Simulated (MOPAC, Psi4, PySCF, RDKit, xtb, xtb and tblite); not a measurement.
Two geometries of SMILES [SiH3]c1cccc([SeH])c1, relaxed at GFN2-xTB with one dihedral held; other torsions can differ between them too.

Structure A

```
16

Si    -2.5629     0.4996     0.0148
C     -0.7531    -0.0440    -0.0015
C     -0.4220    -1.3960     0.0490
C      0.8972    -1.8111     0.0447
C      1.9175    -0.8786    -0.0121
C      1.6017     0.4713    -0.0547
Se     3.0391     1.7478    -0.1274
C      0.2788     0.8839    -0.0521
H     -3.1382     0.1905     1.3258
H     -2.6217     1.9396    -0.2386
H     -3.2826    -0.2318    -1.0297
H     -1.2122    -2.1321     0.0893
H      1.1365    -2.8642     0.0793
H      2.9525    -1.1925    -0.0199
H      2.2162     2.8198    -0.6442
H      0.0485     1.9409    -0.0904
```

Structure B

```
16

Si    -2.5542     0.5051     0.0211
C     -0.7468    -0.0469    -0.0096
C     -0.4175    -1.3977     0.0559
C      0.9008    -1.8183     0.0513
C      1.9254    -0.8914    -0.0182
C      1.6094     0.4551    -0.1082
Se     3.0250     1.7812    -0.1530
C      0.2909     0.8747    -0.0896
H     -3.1169     0.1990     1.3385
H     -2.6112     1.9430    -0.2383
H     -3.2836    -0.2328    -1.0125
H     -1.2088    -2.1315     0.1161
H      1.1357    -2.8714     0.1117
H      2.9584    -1.2086    -0.0120
H      3.6380     1.2626    -1.3588
H      0.0713     1.9323    -0.1423
```

Q: Which is lower in energy at the level Psi4 with B3LYP-D3(BJ)/def2-SVP // GFN2-xTB, and by how much?

A: A is lower, by 1.79 kJ/mol (dihedral C5–C6–Se7–H15: 160° in A, 60° in B).

E(B) − E(A) in kJ/mol at the other levels, on the same two geometries: GFN2-xTB (xtb and tblite) 6.29; B3LYP/def2-SVP // GFN2-xTB (Psi4) 1.50; PBE/def2-SVP // GFN2-xTB (Psi4) 3.02; PBE-D3(BJ)/def2-SVP // GFN2-xTB (Psi4) 3.18; UFF // GFN2-xTB (RDKit) -15.67; PM3, restricted, heats of formation // GFN2-xTB (MOPAC) 2.00; PM6, restricted, heats of formation // GFN2-xTB (MOPAC) 2.45; GFN1-xTB // GFN2-xTB (xtb) 9.64; restricted B3LYP/6-31G*, spherical d, density fitting // GFN2-xTB (PySCF) 0.30; restricted MP2 (frozen core)/3-21G // GFN2-xTB (PySCF) -2.05; restricted BP86/6-31G*, spherical d, density fitting // GFN2-xTB (PySCF) 1.28; restricted Hartree-Fock/STO-3G // GFN2-xTB (PySCF) 6.77.
